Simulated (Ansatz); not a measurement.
`CC(F)I` + H₂ → `CCI` + H–F at 400 K and 1 bar (hydrogenolysis of a C–F bond).

Program: Ansatz. Geometries: PBE0-D4/def2-TZVP. ΔE: electronic, gas phase. CCSD(T)/CBS adds triple-zeta CCSD(T) − MP2 to the extrapolated MP2 energy (def2 sets, frozen cores). This one scheme is used for every species. Elements past krypton have def2 core potentials. For I outer-core shells are correlated without core-valence functions, which leaves a few kJ/mol of doubt a bond.

```
 species  CCSD(T)/CBS energy (Eh)  H − E (kJ/mol)  S (J/(mol·K))
`CC(F)I`               -475.73937           175.6          336.4
      H₂                 -1.17544            38.0          139.0
   `CCI`               -376.55933           193.0          314.9
     H–F               -100.39570            36.5          182.2
```

H − E and S are ideal-gas, rigid-rotor, harmonic terms from PBE0-D4/def2-TZVP, for one conformer and one mirror image of each species. The MP2-based limit puts H₂ 0.8 mEh under its directly extrapolated value; such offsets cancel only in part. 1 Eh = 2625.50 kJ/mol, R = 8.31446 J/(mol·K).

Task: By hand: ΔE, ΔH, ΔS and ΔG.

Result: ΔE = (-376.55933) + (-100.39570) − (-475.73937) − (-1.17544) = -0.04022 Eh = -105.6 kJ/mol. Δ(H − E) = 193.0 + 36.5 − 175.6 − 38.0 = 15.9, so ΔH = -89.7 kJ/mol. ΔS = 314.9 + 182.2 − 336.4 − 139.0 = 21.7 J/(mol·K). ΔG = -89.7 − 400 × (21.7)/1000 = -98.4 kJ/mol.

Task: By hand: the equilibrium constant, and the temperature at which ΔG would vanish if ΔH and ΔS stayed fixed.

Result: log₁₀ K = −ΔG/(RT ln 10) = 12.8. ΔH and −TΔS have one sign here, so there is no such temperature.

ΔH outweighs TΔS. A doubt of 5 kJ/mol in ΔE shifts log₁₀ K by 0.7 here. Other conformers and mirror images would add mixing entropy, several J/(mol·K) or more a flexible species. These are equilibria of isolated gas molecules and say nothing of rates. Largest T1 diagnostic: 0.010 (customary marks: 0.02 for closed shells, 0.045 for open ones).
